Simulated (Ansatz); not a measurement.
**Nudged elastic band run: C2H6BBrSi**

Input file:

```yaml
crystal:
  periodic: [false, false, false]
  atoms:
    - { symbol: C, position_ang: [-1.260181, -1.184831, -0.104497] }
    - { symbol: Si, position_ang: [0.000848, -0.068705, 0.706375] }
    - { symbol: Br, position_ang: [1.059147, -1.283438, 2.255596] }
    - { symbol: B, position_ang: [0.527566, 1.72655, 0.402137] }
    - { symbol: C, position_ang: [0.978648, 0.945215, -0.786293] }
    - { symbol: H, position_ang: [-1.988558, -1.501307, 0.65782] }
    - { symbol: H, position_ang: [-0.786469, -2.088039, -0.517182] }
    - { symbol: H, position_ang: [-1.800507, -0.652314, -0.901333] }
    - { symbol: H, position_ang: [1.061323, 2.611276, 1.012193] }
    - { symbol: H, position_ang: [0.31284, 0.36216, -1.442701] }
    - { symbol: H, position_ang: [1.960644, 1.076433, -1.261516] }
basis:
  gaussian: { orbitals: def2-SVP }
hamiltonian:
  xc: pbe0
  dispersion: d4
neb:
  order_check: false
  images: 7
  f_tol: 0.03
  max_iterations: 42
  final_atoms:
    - { symbol: C, position_ang: [-1.42512988, -0.9980251, 0.13228178] }
    - { symbol: Si, position_ang: [0.31908075, -0.35685125, 0.24581753] }
    - { symbol: Br, position_ang: [1.22493418, -1.34128469, 2.04172961] }
    - { symbol: B, position_ang: [0.91180046, 1.56997441, -0.31411679] }
    - { symbol: C, position_ang: [1.29625754, 0.37311034, -1.01836323] }
    - { symbol: H, position_ang: [-1.95132851, -0.89272243, 1.09253634] }
    - { symbol: H, position_ang: [-1.39343753, -2.06999506, -0.12129494] }
    - { symbol: H, position_ang: [-1.97257305, -0.46209438, -0.65706325] }
    - { symbol: H, position_ang: [0.07209047, 1.23349145, 0.69673575] }
    - { symbol: H, position_ang: [1.94696605, 0.12539413, -1.85130418] }
    - { symbol: H, position_ang: [1.03664051, 2.76200257, -0.22635961] }
  initial_path:
    images:
      - { positions_ang: [[-1.260181, -1.184831, -0.104497], [0.000848, -0.068705, 0.706375], [1.059147, -1.283438, 2.255596], [0.527566, 1.72655, 0.402137], [0.978648, 0.945215, -0.786293], [-1.988558, -1.501307, 0.65782], [-0.786469, -2.088039, -0.517182], [-1.800507, -0.652314, -0.901333], [1.061323, 2.611276, 1.012193], [0.31284, 0.36216, -1.442701], [1.960644, 1.076433, -1.261516]] }
      - { positions_ang: [[-1.27426042, -1.17849647, -0.07551128], [0.10891332, -0.21341797, 0.56992269], [1.17915463, -1.30953604, 2.17855411], [0.53799807, 1.64580763, 0.36381633], [1.02150889, 0.85132497, -0.82374526], [-1.97773039, -1.27988593, 0.69518292], [-0.94928717, -2.11947748, -0.36861288], [-1.77723871, -0.67885629, -0.92460327], [0.85603379, 2.5682048, 0.9655293], [0.39181682, 0.44924098, -1.54833364], [1.94839217, 1.2080918, -1.01160001]] }
      - { positions_ang: [[-1.28833984, -1.17216194, -0.04652557], [0.21697865, -0.35813095, 0.43347038], [1.29916226, -1.33563408, 2.10151223], [0.54843014, 1.56506525, 0.32549567], [1.06436979, 0.75743495, -0.86119753], [-1.96690279, -1.05846486, 0.73254585], [-1.11210534, -2.15091595, -0.22004376], [-1.75397042, -0.70539859, -0.94787354], [0.65074459, 2.5251336, 0.9188656], [0.47079363, 0.53632196, -1.65396629], [1.93614033, 1.33975061, -0.76168402]] }
      - { positions_ang: [[-1.30241926, -1.1658274, -0.01753985], [0.32504397, -0.50284392, 0.29701807], [1.41916989, -1.36173212, 2.02447034], [0.55886222, 1.48432288, 0.287175], [1.10723068, 0.66354492, -0.89864979], [-1.95607518, -0.8370438, 0.76990877], [-1.2749235, -2.18235443, -0.07147465], [-1.73070214, -0.73194088, -0.97114382], [0.44545538, 2.4820624, 0.87220189], [0.54977045, 0.62340294, -1.75959893], [1.9238885, 1.47140941, -0.51176802]] }
      - { positions_ang: [[-1.31649869, -1.15949287, 0.01144586], [0.4331093, -0.64755689, 0.16056576], [1.53917751, -1.38783016, 1.94742845], [0.56929429, 1.40358051, 0.24885433], [1.15009158, 0.5696549, -0.93610206], [-1.94524757, -0.61562273, 0.80727169], [-1.43774167, -2.21379291, 0.07709447], [-1.70743385, -0.75848318, -0.99441409], [0.24016617, 2.4389912, 0.82553819], [0.62874727, 0.71048392, -1.86523158], [1.91163666, 1.60306822, -0.26185203]] }
      - { positions_ang: [[-1.34365649, -1.11912593, 0.04165484], [0.40460216, -0.57488048, 0.1818787], [1.46061668, -1.37619379, 1.97100374], [0.65492083, 1.44517898, 0.10811155], [1.18663307, 0.52051876, -0.95666735], [-1.94676781, -0.68489765, 0.87858785], [-1.42666563, -2.17784345, 0.02749712], [-1.77371865, -0.68438598, -0.91007638], [0.19814725, 2.13761626, 0.79333758], [0.95830196, 0.56421147, -1.86174973], [1.69288762, 1.8928018, -0.25297893]] }
      - { positions_ang: [[-1.37081428, -1.07875899, 0.07186382], [0.37609503, -0.50220407, 0.20319164], [1.38205585, -1.36455742, 1.99457903], [0.74054738, 1.48677746, -0.03263123], [1.22317456, 0.47138262, -0.97723264], [-1.94828804, -0.75417258, 0.94990402], [-1.4155896, -2.14189398, -0.02210024], [-1.84000345, -0.61028878, -0.82573867], [0.15612832, 1.83624133, 0.76113697], [1.28785666, 0.41793902, -1.85826788], [1.47413859, 2.18253539, -0.24410582]] }
      - { positions_ang: [[-1.39797208, -1.03839204, 0.1020728], [0.34758789, -0.42952766, 0.22450459], [1.30349501, -1.35292106, 2.01815432], [0.82617392, 1.52837593, -0.17337401], [1.25971605, 0.42224648, -0.99779793], [-1.94980827, -0.8234475, 1.02122018], [-1.40451356, -2.10594452, -0.07169759], [-1.90628825, -0.53619158, -0.74140096], [0.1141094, 1.53486639, 0.72893636], [1.61741135, 0.27166658, -1.85478603], [1.25538955, 2.47226898, -0.23523272]] }
      - { positions_ang: [[-1.42512988, -0.9980251, 0.13228178], [0.31908075, -0.35685125, 0.24581753], [1.22493418, -1.34128469, 2.04172961], [0.91180046, 1.56997441, -0.31411679], [1.29625754, 0.37311034, -1.01836323], [-1.95132851, -0.89272243, 1.09253634], [-1.39343753, -2.06999506, -0.12129494], [-1.97257305, -0.46209438, -0.65706325], [0.07209047, 1.23349145, 0.69673575], [1.94696605, 0.12539413, -1.85130418], [1.03664051, 2.76200257, -0.22635961]] }
```

Launched with:

```bash
$ ansatz run input.yaml --threads 2 --pin off --max-ram 3072MiB --backend cpu --events-out ev --progress --plain --runs-dir out
```

Output, in part (warnings, iteration lines, the closing report on the highest movable image, with atoms numbered from 0):

```
NEB end point (image 0): max|allowed force component| = 8.763e-3 eV/Å (the criterion of neb.relax_end_points is 1.000e-2)
NEB end point (image 8): max|allowed force component| = 1.722e-2 eV/Å (the criterion of neb.relax_end_points is 1.000e-2)
NEB iter   1: max|band force component| = 1.432e1 eV/Å  barrier→ = 3.8781 eV  barrier← = 4.2937 eV  Δτ_max = 0.1972 Å  (249 SCF iters)
NEB iter   2: max|band force component| = 2.076e0 eV/Å  barrier→ = 2.3111 eV  barrier← = 2.7268 eV  Δτ_max = 0.1971 Å  (209 SCF iters)
NEB iter   3: max|band force component| = 1.359e0 eV/Å  barrier→ = 1.7640 eV  barrier← = 2.1796 eV  Δτ_max = 0.1824 Å  (211 SCF iters)
NEB iter   4: max|band force component| = 1.060e0 eV/Å  barrier→ = 1.4104 eV  barrier← = 1.8260 eV  Δτ_max = 0.1989 Å  (212 SCF iters)
NEB iter   5: max|band force component| = 5.356e-1 eV/Å  barrier→ = 1.4791 eV  barrier← = 1.8947 eV  Δτ_max = 0.1989 Å  (209 SCF iters)
NEB iter   6: max|band force component| = 4.781e-1 eV/Å  barrier→ = 1.4683 eV  barrier← = 1.8840 eV  CI = image 5  Δτ_max = 0.1353 Å  (203 SCF iters)
NEB iter   7: max|band force component| = 8.570e-1 eV/Å  barrier→ = 1.5209 eV  barrier← = 1.9365 eV  CI = image 5  Δτ_max = 0.0673 Å  (208 SCF iters)
NEB iter   8: max|band force component| = 6.058e-1 eV/Å  barrier→ = 1.4821 eV  barrier← = 1.8978 eV  CI = image 5  Δτ_max = 0.1337 Å  (207 SCF iters)
NEB iter   9: max|band force component| = 2.232e-1 eV/Å  barrier→ = 1.4458 eV  barrier← = 1.8615 eV  CI = image 5  Δτ_max = 0.1807 Å  (204 SCF iters)
NEB iter  10: max|band force component| = 2.484e-1 eV/Å  barrier→ = 1.4297 eV  barrier← = 1.8454 eV  CI = image 5  Δτ_max = 0.0716 Å  (205 SCF iters)
NEB iter  11: max|band force component| = 1.103e-1 eV/Å  barrier→ = 1.4276 eV  barrier← = 1.8432 eV  CI = image 5  Δτ_max = 0.0746 Å  (209 SCF iters)
NEB iter  12: max|band force component| = 6.294e-2 eV/Å  barrier→ = 1.4272 eV  barrier← = 1.8428 eV  CI = image 5  Δτ_max = 0.0189 Å  (207 SCF iters)
NEB iter  13: max|band force component| = 3.863e-2 eV/Å  barrier→ = 1.4270 eV  barrier← = 1.8426 eV  CI = image 5  Δτ_max = 0.0062 Å  (176 SCF iters)
NEB iter  14: max|band force component| = 2.913e-2 eV/Å  barrier→ = 1.4270 eV  barrier← = 1.8426 eV  CI = image 5  Δτ_max = 0.0000 Å  (357 SCF iters)
Total energy: -80742.73656876 eV, -2967.2408395095 hartree
Atom 0 at    -1.418291    -1.099424     0.160482 Å, force     0.005172    -0.000406    -0.000154 eV/Å
Atom 1 at     0.318251    -0.441270     0.337556 Å, force    -0.001966     0.002733    -0.002896 eV/Å
Atom 2 at     1.483269    -1.704590     1.767860 Å, force    -0.000858     0.000093    -0.000020 eV/Å
Atom 3 at     0.513270     1.515583     0.004932 Å, force     0.003360    -0.002159    -0.005004 eV/Å
Atom 4 at     1.048108     0.476535    -0.978869 Å, force    -0.001113     0.001215     0.005103 eV/Å
Atom 5 at    -1.928686    -1.091299     1.134093 Å, force    -0.000879    -0.000779     0.001137 eV/Å
Atom 6 at    -1.393238    -2.134176    -0.211914 Å, force    -0.000618     0.000883    -0.000490 eV/Å
Atom 7 at    -1.976732    -0.472635    -0.548874 Å, force     0.000362     0.000656     0.000678 eV/Å
Atom 8 at     0.004331     2.453427     0.546507 Å, force    -0.000475     0.001550     0.002402 eV/Å
Atom 9 at     1.807467     0.544184    -1.761140 Å, force     0.001230     0.000877     0.000426 eV/Å
Atom 10 at     1.607553     1.896667    -0.430033 Å, force    -0.004215    -0.004663    -0.001181 eV/Å
Dipole moment:    -0.175677     0.103103    -0.239753 e Å
```

The run converged. The profile has 2 maxima (images 2, 5) with wells between them (image 3): this band takes more than one step, which may be the mechanism or a detour left from its start path. A vibrational analysis at the climbing image gives one clearly imaginary mode, 972i cm⁻¹: a first-order saddle point. The orbitals stay closed-shell, which can raise the energy where a bond breaks towards radicals; this wasn't checked here.

Final band (atoms are numbered from 1 in the order of the input):

| image | path coordinate (Å) | energy (eV) | C5–H11 (Å) | B4–H11 (Å) |
| --- | --- | --- | --- | --- |
| 0 | 0.00 | 0.00 | 1.10 | 2.29 |
| 1 | 0.82 | 0.14 | 1.10 | 2.31 |
| 2 | 1.65 | 0.27 | 1.11 | 2.21 |
| 3 | 2.47 | 0.24 | 1.12 | 2.01 |
| 4 | 3.30 | 0.49 | 1.17 | 1.54 |
| 5 | 4.12 | 1.43 | 1.62 | 1.24 |
| 6 | 4.86 | 0.43 | 2.15 | 1.19 |
| 7 | 5.60 | -0.14 | 2.39 | 1.20 |
| 8 | 6.34 | -0.42 | 2.53 | 1.20 |

Run time: 12 min on 2 threads of Arm Neoverse N1 (shared host), peak memory 0.35 GiB.
